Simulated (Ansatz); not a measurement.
Ansatz (a first-principles code) input:

Ansatz 0.2 input:
```yaml
crystal:
  periodic: [false, false, false]
  atoms:
    - {symbol: Si, position_ang: [-0.06857760, 0.21471791, -0.03805843]}
    - {symbol: Cl, position_ang: [0.54237509, 0.60008002, 1.97843056]}
    - {symbol: O, position_ang: [-0.62578865, 1.48802834, -0.67884241]}
    - {symbol: O, position_ang: [1.27753751, -0.51561150, -0.66950683]}
    - {symbol: O, position_ang: [-1.03558778, -1.11714328, 0.15002843]}
    - {symbol: H, position_ang: [1.88988194, 0.12585099, -1.01394170]}
    - {symbol: H, position_ang: [-1.92838972, -0.87138680, 0.36530259]}
basis:
  gaussian:
    orbitals: def2-TZVP
hamiltonian:
  xc: b3lyp
  dispersion: d3bj
total_charge: -1
relax: {f_tol: 0.002, max_steps: 150}
```

Task: Predict the final energy.

Result: -977.00262 Eh (B3LYP-D3(BJ)/def2-TZVP). The basis has 179 functions. The run takes around 90 core-seconds (rough).

It need not be the lowest isomer of its formula. Whether it binds its extra electron was not tested at this geometry.
